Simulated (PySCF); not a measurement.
# Correlation energy of Xe²⁺ (xenon, charge +2)

[Kr] 4d10 5s2 5p3 5d1, high-spin 5D determinant (an excited configuration). Computed with PySCF 2.14 in aug-cc-pVQZ-PP with ECP28MDF (7s7p5d3f2g, 92 functions), with a scalar-relativistic core potential. Frozen: 4s2 4p6 4d10; 6 electrons correlated.

MP2 pair energies summed by pair of shells (mhartree):

```csv
pair,energy,share (%)
5s-5p,-45.48,52.8
5p-5p,-12.29,14.3
5s-5d,-10.57,12.3
5p-5d,-9.54,11.1
5s-5s,-8.17,9.5
```

Total MP2 correlation energy: -86.06 mhartree.

Same-spin part -25.82 and opposite-spin part -60.24 mhartree; SCS-MP2 scales them by 1/3 and 6/5 to -80.90 mhartree.
